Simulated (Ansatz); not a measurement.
Ansatz (a first-principles code) input:

Ansatz 0.2 input:
```yaml
crystal:
  periodic: [false, false, false]
  atoms:
    - {symbol: O, position_ang: [0.04602570, 1.31640462, -1.21243717]}
    - {symbol: Ge, position_ang: [0.00495988, -0.13469990, 0.12207591]}
    - {symbol: O, position_ang: [-1.16732589, 0.47884388, 1.23014526]}
    - {symbol: O, position_ang: [-0.48547203, -1.30142640, -1.05821240]}
    - {symbol: O, position_ang: [1.61787380, -0.13173155, 0.72932122]}
    - {symbol: H, position_ang: [0.01043554, 2.25435357, -0.96316960]}
    - {symbol: H, position_ang: [-0.87627695, 0.57034821, 2.14909925]}
    - {symbol: H, position_ang: [-1.22920897, -1.87483988, -0.82554486]}
    - {symbol: H, position_ang: [2.25901220, -0.70014916, 0.27912709]}
    - {symbol: H, position_ang: [-0.41149046, 1.16395994, -2.05647630]}
basis:
  gaussian:
    orbitals: def2-TZVP
hamiltonian:
  xc: b3lyp
  dispersion: d3bj
total_charge: 1
phonons: {temperatures: {t_min: 298.15, t_max: 298.15, t_step: 100}}
```

### Question
Which total energy does the run end on?

### Answer
-2380.92953 Eh (B3LYP-D3(BJ)/def2-TZVP). The basis has 202 functions. The run takes very roughly 11 core-minutes.

It need not be the lowest isomer of its formula.
